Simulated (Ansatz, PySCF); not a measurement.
This singlet lies 0.61 eV below the relaxed triplet at the level frozen-core CCSD(T)/aug-cc-pVTZ // B3LYP-D3(BJ)/def2-TZVPD (Ansatz, a first-principles code).

B3LYP has the VWN-RPA correlation part, as in Gaussian. 

**H$_{4}$AlSi, SMILES `[AlH-][SiH3]` (lower singlet) (charge -1, multiplicity 1)**

Method: B3LYP-D3(BJ)/def2-TZVPD (PySCF).

```
Item                            Value
------------  -----------------------
HOMO                         -0.05 eV
total energy             -14541.35 eV
cost          roughly 16 core-seconds
```

Bonded distances (Å): Al1–Si2 2.611, Al1–H3 1.684, Si2–H4 1.514, Si2–H5 1.515, Si2–H6 1.516. Angles (°): Si2–Al1–H3 87.7, Al1–Si2–H4 118.8, Al1–Si2–H5 116.3, Al1–Si2–H6 116.0, H4–Si2–H5 100.6, H4–Si2–H6 100.6, H5–Si2–H6 101.6.
Charge -1, spin multiplicity 1.
